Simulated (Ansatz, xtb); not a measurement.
## CH5SeSi+: which of two isomers lies lower

We compare I, `C[Se+]=[SiH2]`, a singlet, with II, `C1[SiH2][SeH+]1`, a singlet. Both are isolated ions in the gas phase, relaxed with r2SCAN-D4/def2-SVP.

I (Å):

```xyz
8

C    -1.7819   -0.3998   -0.0275
Se   -0.5316    1.0400   -0.5390
Si   -0.7569    2.4186    1.1069
H    -2.2797   -0.1846    0.9253
H    -2.5089   -0.4714   -0.8470
H    -1.1767   -1.3134    0.0393
H    -1.6845    2.1285    2.2242
H     0.0542    3.6530    1.0604
```

II (Å):

```xyz
8

C    -2.2134    0.0569    0.4613
Se   -0.9971   -1.4610    1.0616
Si   -0.6963    0.2725   -0.5677
H    -3.1057   -0.3986    0.0100
H    -2.4526    0.7262    1.2975
H     0.3286    1.2352   -0.1211
H    -0.6808   -0.3178   -1.9192
H    -0.3344   -0.6796    2.1270
```

Quicker runs give these differences E(II) − E(I): GFN2-xTB +100.4 kJ/mol; HF/STO-3G +46.0 kJ/mol (at GFN2-xTB geometries); r2SCAN-D4/def2-SVP//GFN2-xTB +15.7 kJ/mol.

Task: Estimate E(II) − E(I) at the level CCSD(T)/def2-TZVP.

Result: Calculated at CCSD(T)/def2-TZVP: E(II) − E(I) = +15.6 kJ/mol, so structure I lies lower.

The same difference at several levels:

```
                       level            geometry  E(II) − E(I) (kJ/mol)  departure from the last row (kJ/mol)  job, with rough time for the two
                    GFN2-xTB            GFN2-xTB                  +100.4                                 +84.8              optimisation, 0.18 s
                   HF/STO-3G            GFN2-xTB                   +46.0                                 +30.4              single point, 0.32 s
r2SCAN-D4/def2-SVP//GFN2-xTB            GFN2-xTB                   +15.7                                  +0.1               single point, 2.8 s
          r2SCAN-D4/def2-SVP  r2SCAN-D4/def2-SVP                   +12.4                                  −3.2                optimisation, 84 s
                HF/def2-TZVP  r2SCAN-D4/def2-SVP                   +27.8                                 +12.1           part of the CCSD(T) run
               MP2/def2-TZVP  r2SCAN-D4/def2-SVP                   +13.1                                  −2.5           part of the CCSD(T) run
           CCSD(T)/def2-TZVP  r2SCAN-D4/def2-SVP                   +15.6                                                      single point, 47 s
```

As drawn, II has 1 C–Si, 1 Se–Si, 1 Se–H in place of 1 Se=Si, 1 C–H. Structure I has no ring, II a 3-membered ring.

The levels shown agree on the order. The largest departure from CCSD(T)/def2-TZVP is that of GFN2-xTB, 84.8 kJ/mol.

With harmonic frequencies from r2SCAN-D4/def2-SVP (ideal gas, rigid rotor, one conformer each, 298.15 K, 1 atm): the zero-point term adds −5.2 kJ/mol; ΔH is +8.3 and ΔG +14.4 kJ/mol.

The correlated steps freeze 15 core orbitals; the filled d shell of Se is correlated, in a basis made for valence electrons. Mirror images aren't counted in ΔG. Run with Ansatz 0.2.0, xtb 6.7.1; the last row on 2 threads of Arm Neoverse V1 on a shared host.
